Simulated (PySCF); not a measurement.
## RhBr₂⁺ at several levels of theory

All levels use the PBE0 minimum (quintet; Rh–Br 2.310 Å (×2); Br–Rh–Br 180.0°), basis [Rh def2-TZVP with ECP28, Br def2-TZVP], scalar-relativistic core potentials, density fitting, no spin–orbit coupling, PySCF. For vertical energies the ionised species is a sextet (spins chosen at PBE0 and kept). Open shells are unrestricted, also as the reference of the correlated levels. A dash marks a value that was not computed or is not defined at that level.

```
level  vertical IP (eV)  −ε(HOMO) (eV)
 PBE0             15.96          13.99
   HF                 ?              ?
  MP2             16.43              –
  PBE                 ?              ?
```

(1) Fill in the row of PBE.

(2) Fill in the row of HF.

Results:

(1) vertical IP (eV) 16.10, −ε(HOMO) (eV) 12.79.

(2) vertical IP (eV) 13.37, −ε(HOMO) (eV) 15.88.

Other spin states or occupations of the open shell can lie lower.
